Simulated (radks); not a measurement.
Numerical settings for the mercury ion Hg+, [Xe] 4f14 5d10 6s1. All-electron calculation, scalar-relativistic Kohn-Sham, PBE, spin-polarised, spherical densities, point nucleus; open shells are filled with parallel spins first (spin-orbit coupling, left out, can overturn this in heavy ions). Program: a radial shooting solver on a logarithmic mesh with Libxc functionals. The defaults (mesh step 0.008 in ln r, mesh end at 40 bohr or more with all orbitals vanishing there, Anderson mixing 0.5 over 9 steps, residual threshold near 1e-9 with the energy settled to 1e-9 hartree or 1e-11 of itself, here a cap of 89 iterations) give E = -19622.327 hartree and 6s at -15.095 eV in 15 iterations. Run on one thread of a shared host, so times are rough (Arm Neoverse N1): 0.41 s of CPU time, 0.41 s wall, 15 iterations on 2648 mesh points. One setting is changed at a time: mesh step in ln r 0.005; mesh step in ln r 0.03; mesh step in ln r 0.012; mesh end (bohr) 400; mesh end (bohr) 5; residual threshold 1e-13; residual threshold 1e-16; mixing 1; linear mixing, mixing 1; linear mixing, mixing 0.05; mixing history 20; iteration cap 5. Which runs fail to converge, and which converge to a wrong energy?

Answer. Not converged within the cap: residual threshold 1e-16; linear mixing, mixing 1; linear mixing, mixing 0.05; iteration cap 5. Settings that end as converged yet miss the energy by more than 1 mhartree: mesh end (bohr) 5 (+0.026 hartree).
